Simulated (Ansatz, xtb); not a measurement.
## Relative energy of two isomers of C5H6ClN

Structure X is `CC(C)=C(Cl)C#N`, a singlet and structure Y is `N#C[C@H]1C[C@@H](Cl)C1`, a singlet. Both are isolated molecules in the gas phase, relaxed with r2SCAN-D4/def2-SVP.

Estimate E(Y) − E(X) at the level CCSD(T)/def2-SVP + ΔMP2/def2-TZVPP.

Calculated at CCSD(T)/def2-SVP + ΔMP2/def2-TZVPP: E(Y) − E(X) = +4.7 kcal/mol, so structure X lies lower.

Level by level:

```csv
level,geometry,E(Y) − E(X) (kcal/mol),departure from the last row (kcal/mol),"job, with rough time for the two"
r2SCAN-D4/def2-SVP,r2SCAN-D4/def2-SVP,+6.4,+1.8,"optimisation, 33 s"
HF/def2-SVP,r2SCAN-D4/def2-SVP,+2.9,−1.7,part of the CCSD(T) run
MP2/def2-SVP,r2SCAN-D4/def2-SVP,+4.6,−0.1,part of the CCSD(T) run
CCSD(T)/def2-SVP,r2SCAN-D4/def2-SVP,+5.5,+0.9,single point
CCSD(T)/def2-SVP + ΔMP2/def2-TZVPP,r2SCAN-D4/def2-SVP,+4.7,,"single point, 53 s"
```

As drawn, Y has 2 C–C in place of 1 C=C. Structure X has no ring, Y a 4-membered ring.

The levels shown agree on the order. The largest departure from CCSD(T)/def2-SVP + ΔMP2/def2-TZVPP is that of r2SCAN-D4/def2-SVP, 1.8 kcal/mol. A small imaginary or near-zero mode remains, so no thermal terms are given. Levels run at GFN2-xTB geometries aren't shown. The last row adds to CCSD(T) the change of the MP2 difference between the two basis sets, here −0.9 kcal/mol.

The correlated steps freeze 11 core orbitals. Programs: Ansatz 0.2.0, xtb 6.7.1; the last row on 4 threads of Arm Neoverse V1 on a shared host.
